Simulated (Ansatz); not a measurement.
BMe2(nacnacH) (C₅H₁₁BN₂), relaxed as a singlet with RKS PBE-D4/def2-SVP in Ansatz, starting from the GFN2-xTB geometry. Force threshold 0.02 eV/Å.

Start:

Cartesian coordinates in Å:
```
B -0.246 0.013 0.555
C -1.851 -0.093 0.823
H -2.415 -0.185 -0.105
H -2.232 0.783 1.345
H -2.101 -0.956 1.437
C 0.639 0.155 1.918
H 1.707 0.209 1.707
H 0.486 -0.687 2.589
H 0.378 1.052 2.476
N 0.045 1.224 -0.383
C 0.576 1.157 -1.570
C 0.952 -0.049 -2.149
C 0.755 -1.226 -1.437
N 0.230 -1.238 -0.245
H -0.204 2.132 -0.024
H 0.730 2.077 -2.129
H 1.387 -0.071 -3.131
H 1.048 -2.168 -1.892
H 0.115 -2.129 0.214
```

(1) Estimate the energy that the relaxation releases and the steps that it takes.

(2) Does the start keep its bonding and symmetry?

(3) Predict the relaxed structure.

Answers

(1) 15.3 kJ/mol, in 5 steps; 16 s on 4 threads of Intel Xeon on a shared host. No frequencies were taken in this run, so the end may be a saddle point.

(2) By distances, no bond broke or formed. The bond that changes most is B1–N10, from 1.56 to 1.59 Å (atoms count from 1). Point group C2v at the start, C2v at the end, both within 0.05 Å.

(3) 
Cartesian coordinates in Å:
```
B -0.2578 0.0134 0.5816
C -1.8588 -0.0906 0.8511
H -2.4509 -0.1864 -0.0854
H -2.2433 0.8022 1.3935
H -2.1118 -0.9656 1.4911
C 0.6238 0.1553 1.9416
H 1.7162 0.2247 1.7450
H 0.4669 -0.7091 2.6253
H 0.3366 1.0588 2.5252
N 0.0512 1.2309 -0.3964
C 0.5905 1.1646 -1.6037
C 0.9739 -0.0508 -2.1979
C 0.7690 -1.2357 -1.4691
N 0.2355 -1.2463 -0.2576
H -0.1906 2.1660 -0.0601
H 0.7397 2.1108 -2.1550
H 1.4180 -0.0738 -3.1988
H 1.0606 -2.2049 -1.9131
H 0.1313 -2.1636 0.1826
```
Bond lengths: 2 × C–N 1.32 Å; 2 × B–C 1.63 Å; 2 × C–C 1.41 Å; 2 × B–N 1.59 Å; 9 × C–H 1.10 to 1.11 Å; 2 × H–N 1.02 Å.
